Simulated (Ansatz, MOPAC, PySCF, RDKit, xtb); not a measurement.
Complex: H2O (SMILES O) (first 3 atoms) with CH2O (SMILES C=O); geometry from B3LYP-D3(BJ)/def2-TZVP, rigid monomers moved along the line of their centres of mass till H2···O5 is 2.28 Å.
(charge 0, multiplicity 1):
| atom | x (Å) | y (Å) | z (Å) |
|---|---|---|---|
| O | 0.2747 | -0.1146 | 0.5396 |
| H | -0.4627 | -0.4410 | 1.0783 |
| H | -0.0426 | -0.1115 | -0.3678 |
| C | -0.4484 | -0.3786 | 3.8625 |
| O | -1.3273 | -0.8027 | 3.1571 |
| H | 0.4718 | 0.0589 | 3.4399 |
| H | -0.5309 | -0.4117 | 4.9636 |

| level | interaction energy (kJ/mol) | minus CCSD(T)/CBS(aug-cc-pVDZ, aug-cc-pVTZ) |
|---|---|---|
| MMFF94 | -20.0 | -0.5 |
| UFF | 8.4 | 27.8 |
| GFN-FF | -19.0 | 0.4 |
| AM1 | -11.9 | 7.6 |
| PM7 | -18.4 | 1.0 |
| GFN1-xTB | -15.9 | 3.6 |
| GFN2-xTB | -15.0 | 4.5 |
| HF/3-21G (no counterpoise) | -29.0 | -9.6 |
| HF/6-31G* | -16.8 | 2.7 |
| HF/6-31G* (no counterpoise) | -21.2 | -1.7 |
| HF/aug-cc-pVTZ | -15.9 | 3.6 |
| PBE-D3(BJ)/def2-TZVPPD | -19.5 | -0.1 |
| PBE-D4/def2-TZVPPD | -19.4 | 0.0 |
| r2SCAN/def2-TZVPPD | -18.9 | 0.5 |
| r2SCAN-D3(BJ)/def2-TZVPPD | -19.8 | -0.3 |
| r2SCAN-D4/def2-TZVPPD | -19.7 | -0.2 |
| B3LYP/3-21G (no counterpoise) | -31.4 | -12.0 |
| B3LYP/6-31G* | -16.2 | 3.3 |
| B3LYP/6-31G* (no counterpoise) | -22.9 | -3.4 |
| B3LYP/6-311+G** (no counterpoise) | -18.0 | 1.4 |
| B3LYP/def2-TZVPPD | -16.0 | 3.5 |
| B3LYP-D4/def2-TZVPPD | -19.3 | 0.1 |
| PBE0/def2-TZVPPD | -17.6 | 1.9 |
| PBE0-D3(BJ)/def2-TZVPPD | -19.6 | -0.2 |
| PBE0-D4/def2-TZVPPD | -19.6 | -0.1 |
| M06-2X/6-31G* (no counterpoise) | -25.0 | -5.6 |
| wB97X-V/def2-TZVPPD | -19.7 | -0.3 |
| wB97M-V/def2-TZVPPD | -19.3 | 0.2 |
| MP2/6-31G* | -16.5 | 2.9 |
| MP2/6-31G* (no counterpoise) | -24.2 | -4.8 |
| MP2/aug-cc-pVDZ | -17.9 | 1.5 |
| MP2/aug-cc-pVTZ | -18.7 | 0.7 |
| MP2/CBS(aug-cc-pVDZ, aug-cc-pVTZ) | -19.2 | 0.3 |
| SCS-MP2/aug-cc-pVDZ | -16.6 | 2.9 |
| SCS-MP2/aug-cc-pVTZ | -17.3 | 2.2 |
| CCSD/aug-cc-pVDZ | -17.5 | 2.0 |
| CCSD/aug-cc-pVTZ | -18.3 | 1.2 |
| CCSD(T)/aug-cc-pVDZ | -18.0 | 1.5 |
| CCSD(T)/aug-cc-pVTZ | -18.9 | 0.5 |
| CCSD(T)/CBS(aug-cc-pVDZ, aug-cc-pVTZ) | -19.5 | 0.0 |

 The comparison column counts from a level with limits of its own.

The rows run from -31.4 (B3LYP/3-21G (no counterpoise)) to 8.4 kJ/mol (UFF). In aug-cc-pVTZ the value moves HF -15.9, MP2 -18.7, CCSD -18.3, CCSD(T) -18.9, a shift of -3.0 from HF to CCSD(T). From aug-cc-pVDZ to aug-cc-pVTZ CCSD(T) changes by -1.0. The dispersion term adds -0.8 in r2SCAN-D3(BJ), -0.7 in r2SCAN-D4, -3.3 in B3LYP-D4. The 5 functionals in def2-TZVPPD without D3 or D4 span 3.7, from wB97X-V to B3LYP.

Counterpoise-corrected where a basis set is named; no monomer relaxation. Rows marked so take none. RDKit's UFF carries no charges.

Correlated levels freeze the cores. CBS: X⁻³ extrapolation of the correlation energy, Hartree–Fock from the larger set. Rows in 3-21G, 6-311+G**, 6-31G* carry no dispersion term and start afresh at each structure (6-31G* with six Cartesian d functions). MP2/6-31G* freezes PySCF's default core. The state that AM1, PM7 reach isn't checked; PM7 holds dispersion and hydrogen-bond terms.

Programs: Ansatz (Gaussian orbitals); MOPAC for AM1, PM7 (differences of heats of formation); PySCF for 3-21G rows, 6-311+G** rows, 6-31G* rows, the dispersion terms; RDKit for the force fields; xtb for the GFN methods. Values without a source in brackets are computed.

Ansatz is a program for electronic structure.
